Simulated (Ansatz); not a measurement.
The same path of AlClFGeH3 (7 atoms, charge 0, multiplicity 1) was run 3 times with different band settings.

Computed with Ansatz 0.2.0, RKS r2SCANh/def2-SVP.

Relaxed end points:

```xyz
7
Properties=species:S:1:pos:R:3
F 1.688 -0.560 1.935
Al 0.681 -0.953 0.675
Cl 0.530 -2.993 0.227
Ge -0.511 0.806 -0.524
H 0.475 1.821 -1.118
H -1.441 1.574 0.425
H -1.359 0.236 -1.667
```

```xyz
7
Properties=species:S:1:pos:R:3
F 1.695 -0.578 1.958
Al 0.691 -0.939 0.687
Cl 0.502 -2.971 0.214
Ge -0.496 0.814 -0.526
H 0.229 2.162 -0.432
H -0.657 0.446 -2.006
H -1.903 0.997 0.060
```

Common settings: movable images 5; climbing image yes; spring 5.0 eV/Å²; optimiser quadratic models (default); end points relaxed.

| run | start path | force threshold | iteration limit |
| --- | --- | --- | --- |
| 1 | through a guess of the saddle point | 0.05 eV/Å | 60 |
| 2 | straight line | 0.05 eV/Å | 50 |
| 3 | through a guess of the saddle point | 0.2 eV/Å | 44 |

Question: What does each run give, and how far can it be trusted?

Answer: Run 1: converged after 56 iterations, highest image 1.279 eV above the first end. Neighbouring images differ by up to 1.3 eV, so the band resolves the path poorly. A vibrational analysis at the climbing image gives one clearly imaginary mode, 433i cm⁻¹: a first-order saddle point.
Run 2: converged after 34 iterations, highest image 1.279 eV above the first end. Another band between the same ends (5 images) ends at a top of the same energy, where a vibrational analysis finds 1 clearly imaginary mode.
Run 3: converged after 21 iterations, highest image 1.756 eV above the first end. The threshold of 0.2 eV/Å is loose, so the images may lie well off the minimum-energy path. Neighbouring images differ by up to 1.4 eV, so the band resolves the path poorly. The order of the stationary point at the top wasn't checked.
